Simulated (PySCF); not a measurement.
A structure optimised at PBE-D3(BJ)/def2-SVP, used in a PySCF frequency run:

```
C
H 1 1.1123
N 1 1.4993 2 111.19
C 3 1.3010 1 104.30 2 -123.01
H 4 1.1074 3 121.16 1 -177.88
Si 4 1.8950 5 142.48 3 176.55
H 6 1.5075 4 116.48 5 -69.21
H 6 1.5090 7 108.21 4 -140.00
Si 1 1.9006 2 108.14 3 123.01
H 9 1.5037 1 111.45 2 -61.68
H 9 1.5047 10 109.23 1 120.80
H 9 1.5059 10 109.28 11 119.19
```

### Question
Write its SMILES and formula.

### Answer
[SiH3][C@H]1N=C[SiH2]1, C₂H₇NSi₂

### Question
What are its rotational constants (standard atomic weights)?

### Answer
5.6602, 2.2234, 1.7987 GHz
